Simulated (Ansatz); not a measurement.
Isolated molecules relaxed with PBE0-D4/def2-TZVP in Ansatz; ΔE leaves out vibrations. CCSD(T)/CBS is the MP2 limit (def2-TZVPP, def2-QZVPP) plus CCSD(T) − MP2 in def2-TZVPP, frozen cores. This one scheme is used for every species. DFT in def2-TZVPP. B3LYP here is the variant with VWN-RPA as its local correlation; programs differ in this. For Br outer-core shells are correlated without core-valence functions, which leaves a few kJ/mol of doubt a bond. Scalar relativity is left out up to krypton.

Reaction (hydrogenolysis of a C–Cl bond): `CC(Cl)Br` + H₂ → `CCBr` + HCl

CCSD(T)/CBS gives -0.89 eV.

(1) Another level gave -0.94 eV. Which?
A. MP2/def2-TZVPP
B. B3LYP/def2-TZVPP
C. HF/def2-TZVPP
D. CCSD(T)/def2-TZVPP

Largest T1 diagnostic among the species: 0.008.

Results:

(1) D. CCSD(T)/def2-TZVPP -0.94, MP2/def2-TZVPP -0.86, HF/def2-TZVPP -1.20, B3LYP -1.00 eV.

At CCSD(T), def2-SVP lies −0.11 eV from the extrapolated value and def2-TZVPP −0.05 eV. From PBE to PBE0 (25 % exact exchange), in def2-TZVPP and without D4, ΔE moves by −0.08 eV. Leaving LDA and LC-ωPBE aside and taking each functional with its dispersion term where it has one, the values, not all of them listed here, spread over 0.22 eV, from BHLYP-D4 to revPBE-D4. LDA lies +0.06 eV from PBE without D4.
